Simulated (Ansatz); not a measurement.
Cost and result for the atomization energy of `[NH2][In][Br]` radical (5 atoms, 4 bonds).

```xyz
5

N    -0.700   -0.447   -0.541
In   -0.062    0.648    1.095
Br    2.372    0.333    1.654
H    -0.020   -0.399   -1.296
H    -1.591   -0.135   -0.912
```

The species carries charge 0 and has multiplicity 2. Correlated methods include outer-core shells of Br, In, which these sets cover unevenly. Scalar relativity is left out up to krypton. In takes the def2 core potential. Geometry: relaxed with PBE0-D4/def2-TZVP. It is one conformer, not always the lowest. Program: Ansatz. All runs use 4 threads of a server CPU on a shared host. Times are those of one run each, without the atoms' runs, and a repeat can differ threefold. Electronic energies, without spin–orbit coupling; frozen cores. CCSD(T)/CBS adds CCSD(T) − MP2 in def2-TZVPP to the MP2 limit, and its time is that of the two runs behind it. T1 = 0.016; ⟨S²⟩ of the reference is 0.77. With those shells the extrapolation isn't a true limit. B3LYP takes the VWN-RPA correlation (the form of Gaussian; ORCA's B3LYP/G). HSE06 is the plane-wave form, built on full-range PBE exchange.

CCSD(T)/CBS is a level of theory with its own doubt, some kJ/mol a heavy atom from the limit and from the frozen cores, so smaller differences don't rank the functionals.

```json
{"level": "PBE-D4/def2-TZVPP (with forces)", "functions": "157", "wall time": "2.1 s", "atomization (kJ/mol)": "1320.5", "difference from CCSD(T)/CBS": "28.9", "per bond": "7.2"}
{"level": "HSE06-D4/def2-TZVPP", "functions": "157", "wall time": "3 s", "atomization (kJ/mol)": "1281.1", "difference from CCSD(T)/CBS": "-10.5", "per bond": "-2.6"}
{"level": "BHLYP-D4/def2-TZVPP", "functions": "157", "wall time": "3.1 s", "atomization (kJ/mol)": "1225.3", "difference from CCSD(T)/CBS": "-66.3", "per bond": "-16.6"}
{"level": "CAM-B3LYP-D4/def2-TZVPP", "functions": "157", "wall time": "3.2 s", "atomization (kJ/mol)": "1278.3", "difference from CCSD(T)/CBS": "-13.3", "per bond": "-3.3"}
{"level": "B3LYP-D4/def2-TZVPP (with forces)", "functions": "157", "wall time": "3.2 s", "atomization (kJ/mol)": "1278.2", "difference from CCSD(T)/CBS": "-13.4", "per bond": "-3.4"}
{"level": "r2SCAN-D4/def2-TZVPP (with forces)", "functions": "157", "wall time": "4 s", "atomization (kJ/mol)": "1291.2", "difference from CCSD(T)/CBS": "-0.4", "per bond": "-0.1"}
{"level": "r2SCANh-D4/def2-TZVPP", "functions": "157", "wall time": "4.7 s", "atomization (kJ/mol)": "1276.1", "difference from CCSD(T)/CBS": "-15.5", "per bond": "-3.9"}
{"level": "B97M-V/def2-TZVPP", "functions": "157", "wall time": "6.5 s", "atomization (kJ/mol)": "1280.4", "difference from CCSD(T)/CBS": "-11.2", "per bond": "-2.8"}
{"level": "CCSD(T)/def2-SVP", "functions": "82", "wall time": "7 s", "atomization (kJ/mol)": "1151.4", "difference from CCSD(T)/CBS": "-140.2", "per bond": "-35.1"}
{"level": "ωB97M-V/def2-TZVPP (with forces)", "functions": "157", "wall time": "7.5 s", "atomization (kJ/mol)": "1278.5", "difference from CCSD(T)/CBS": "-13.1", "per bond": "-3.3"}
{"level": "MP2/def2-QZVPP", "functions": "288", "wall time": "14 s", "atomization (kJ/mol)": "1286.2", "difference from CCSD(T)/CBS": "-5.4", "per bond": "-1.4"}
{"level": "CCSD(T)/def2-TZVPP", "functions": "157", "wall time": "100 s", "atomization (kJ/mol)": "1233.7", "difference from CCSD(T)/CBS": "-57.9", "per bond": "-14.5"}
{"level": "CCSD(T)/CBS(def2)", "functions": "–", "wall time": "120 s", "atomization (kJ/mol)": "1291.6", "difference from CCSD(T)/CBS": "0.0", "per bond": "0.0"}
```

From PBE to PBE0 (25 % exact exchange), in def2-TZVPP and without D4, the atomization energy moves by −39.7 kJ/mol: exact exchange takes away binding that semilocal exchange gives to molecules. The D4 term adds +16.3 kJ/mol with B3LYP and +8.4 kJ/mol with PBE0; it sums over pairs of atoms, weighted by their polarisabilities, and B3LYP, whose exchange is more repulsive, gets the larger term. In def2-TZVPP, CCSD(T) changes the Hartree–Fock value by +413.0 kJ/mol (the triples alone add +30.6 kJ/mol) and MP2 by +431.2 kJ/mol; breaking electron pairs costs correlation energy, which Hartree–Fock lacks.

Spin–orbit coupling would lower the free In atoms strongly, and the atomization energy with them, by more than many differences here.
